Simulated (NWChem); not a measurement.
System meant: MoNH3SO2; SMILES [NH]=[Mo]([OH])([OH])=[S]

NWChem input:

```
start job
memory heap 200 mb stack 900 mb global 1100 mb
geometry units angstroms noautoz
  Mo    -0.000888    -0.061430    -0.096201
  N     -0.012086    -0.854024     1.450807
  H     -0.037329    -0.802138     2.477617
  S     -0.073376     2.059924     0.195306
  O     -1.520067    -0.621595    -1.071569
  H     -2.081202    -1.346634    -0.738316
  O      1.593433    -0.525430    -0.999475
  H      2.182352    -1.214827    -0.639478
end
basis spherical
  Mo library def2-svp
  N library def2-svp
  H library def2-svp
  S library def2-svp
  O library def2-svp
end
dft
  xc b3lyp
  iterations 150
  mulliken
end
task dft energy
```

End of the output:

```
             Northwest Computational Chemistry Package (NWChem) 7.3.0
             --------------------------------------------------------

 CS  symmetry detected

                             Geometry "geometry" -> ""
                             -------------------------

 Output coordinates in angstroms (scale by  1.889725989 to convert to a.u.)

  No.       Tag          Charge          X              Y              Z
 ---- ---------------- ---------- -------------- -------------- --------------
    1 Mo                  42.0000     0.01679723    -0.20324625     0.00000000
    2 N                    7.0000     1.68632638    -0.68722620     0.00000000
    3 H                    1.0000     2.68477751    -0.44072413     0.00000000
    4 S                   16.0000    -0.09951803     1.93610981     0.00000000
    5 O                    8.0000    -0.80841259    -0.88514994    -1.55790937
    6 H                    1.0000    -0.33382808    -1.51385394    -2.13336783
    7 O                    8.0000    -0.80841259    -0.88514994     1.55790937
    8 H                    1.0000    -0.33382808    -1.51385394     2.13336783

 Effective nuclear repulsion energy (a.u.)     586.2185252664

      Symmetry information
      --------------------

 Group name             Cs
 Group number              2
 Group order               2
 No. of unique centers     6

                                 NWChem DFT Module
                                 -----------------

 Summary of "ao basis" -> "ao basis" (spherical)
 ------------------------------------------------------------------------------
       Tag                 Description            Shells   Functions and Types
 ---------------- ------------------------------  ------  ---------------------
 Mo                         def2-svp                11       31   5s3p2d1f
 N                          def2-svp                 6       14   3s2p1d
 H                          def2-svp                 3        5   2s1p
 S                          def2-svp                 8       18   4s3p1d
 O                          def2-svp                 6       14   3s2p1d

      Symmetry analysis of basis
      --------------------------

        a'         67
        a"         39

            General Information
            -------------------
          SCF calculation type: DFT
          Wavefunction type:  closed shell.
          No. of atoms     :     8
          No. of electrons :    84
           Alpha electrons :    42
            Beta electrons :    42
          Charge           :     0
          Spin multiplicity:     1
          Use of symmetry is: on ; symmetry adaption is: on
          Maximum number of iterations: 150
          AO basis - number of functions:   106
                     number of shells:    46
          Convergence on energy requested:  1.00D-06
          Convergence on density requested:  1.00D-05
          Convergence on gradient requested:  5.00D-04

              XC Information
              --------------
                         B3LYP Method XC Potential
                     Hartree-Fock (Exact) Exchange  0.200
                        Slater Exchange Functional  0.800 local
                    Becke 1988 Exchange Functional  0.720 non-local
              Lee-Yang-Parr Correlation Functional  0.810
                  VWN I RPA Correlation Functional  0.190 local

             Grid Information
             ----------------
          Grid used for XC integration:  medium
          Radial quadrature: Mura-Knowles
          Angular quadrature: Lebedev.
          Tag              B.-S. Rad. Rad. Pts. Rad. Cut. Ang. Pts.
          ---              ---------- --------- --------- ---------
          Mo                  1.45      123           9.0       590
          N                   0.65       49           9.0       434
          H                   0.35       45          11.0       434
          S                   1.00       88          11.0       590
          O                   0.60       49          10.0       434
          Grid pruning is: on
          Number of quadrature shells:   399
          Spatial weights used:  Erf1

      Superposition of Atomic Density Guess
      -------------------------------------

 Sum of atomic energies:       -1386.79848201

      Non-variational initial energy
      ------------------------------

 Total energy =   -1395.019201
 1-e energy   =   -3044.438319
 2-e energy   =    1063.200593
 HOMO         =      -1.500060
 LUMO         =      -1.376521

      Symmetry analysis of molecular orbitals - initial
      -------------------------------------------------

  Numbering of irreducible representations:

     1 a'          2 a"

  Orbital symmetries:

     1 a'          2 a'          3 a'          4 a"          5 a'
     6 a'          7 a'          8 a"          9 a'         10 a'
    11 a"         12 a'         13 a"         14 a'         15 a'
    16 a'         17 a'         18 a"         19 a'         20 a'
    21 a'         22 a"         23 a'         24 a"         25 a'
    26 a"         27 a'         28 a"         29 a'         30 a'
    31 a"         32 a'         33 a'         34 a"         35 a'
    36 a'         37 a'         38 a"         39 a"         40 a'
    41 a"         42 a'         43 a'         44 a"         45 a'
    46 a'         47 a'         48 a"         49 a"         50 a'
    51 a'         52 a'

     ---------------------------------------------
      Total Density - Mulliken Population Analysis
     ---------------------------------------------

    Atom       Charge   Shell Charges
 -----------   ------   -------------------------------------------------------
    1 Mo  42    46.46   2.01  2.04  2.14  0.30 -0.09  6.06  9.05 -0.31 10.46  0.50 14.30
    2 N    7     8.49   1.99  1.08  0.45  3.81  1.00  0.16
    3 H    1     0.26   0.22  0.01  0.03
    4 S   16    10.93   2.00  1.99  0.76  0.28  5.91  0.48 -0.53  0.04
    5 O    8     8.71   1.99  1.09  0.68  3.17  1.70  0.07
    6 H    1     0.21   0.25 -0.03  0.00
    7 O    8     8.71   1.99  1.09  0.68  3.17  1.70  0.07
    8 H    1     0.21   0.25 -0.03  0.00

[...]
```

**Question.** What is wrong, and how is it mended?

**Answer.** The run ends normally but its numbers are meaningless: the def2 basis of a heavy element holds valence functions alone and wants its effective core potential (without it all electrons must fit into that basis). This input runs:
```
start job
memory heap 200 mb stack 900 mb global 1100 mb
geometry units angstroms noautoz
  Mo    -0.000888    -0.061430    -0.096201
  N     -0.012086    -0.854024     1.450807
  H     -0.037329    -0.802138     2.477617
  S     -0.073376     2.059924     0.195306
  O     -1.520067    -0.621595    -1.071569
  H     -2.081202    -1.346634    -0.738316
  O      1.593433    -0.525430    -0.999475
  H      2.182352    -1.214827    -0.639478
end
basis spherical
  * library def2-svp
end
ecp
  Mo library def2-ecp
end
dft
  xc b3lyp
  iterations 150
  mulliken
end
task dft energy
```
It converges to -673.27952 Ha (B3LYP/def2-SVP with def2 effective core potentials on Mo). The faulty run gave -1439.064 Ha, with all electrons squeezed into the valence basis.
